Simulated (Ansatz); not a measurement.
Molecule: SiBr2, charge 0, multiplicity 1. SMILES: Br[Si]Br
Geometry: optimised at B3LYP-D3(BJ)/def2-TZVP (Ansatz, a program for electronic structure).

Wanted: atomisation energy, in kcal/mol. Set-up: UHF or UKS for open shells; non-relativistic; spin-orbit terms left out; 6-31G* and kin with 6d, 5d where marked; atomisation electronic, to ground-state atoms; dispersion terms only where a functional's name holds one. Ab initio and DFT rows: single points at B3LYP-D3(BJ) geometries (Ansatz).

| species | coefficient | E at B3LYP/6-31G* (Ansatz), Eh | E at wB97M-V/def2-TZVPD (Ansatz), Eh |
|---|---|---|---|
| Br[Si]Br | -1 | -5437.32042 | -5437.57699 |
| Br atom | +2 | -2573.83974 | -2573.96842 |
| Si atom | +1 | -289.37173 | -289.35271 |

 1 Eh = 627.5095 kcal/mol.

### Question
Work the quantity out at each level.

### Answer

- B3LYP/6-31G*: the sum of coefficient times E is 0.26921 Eh, or 168.93 kcal/mol. Result: 168.9 kcal/mol.
- wB97M-V/def2-TZVPD: the sum of coefficient times E is 0.28744 Eh, or 180.37 kcal/mol. Result: 180.4 kcal/mol.
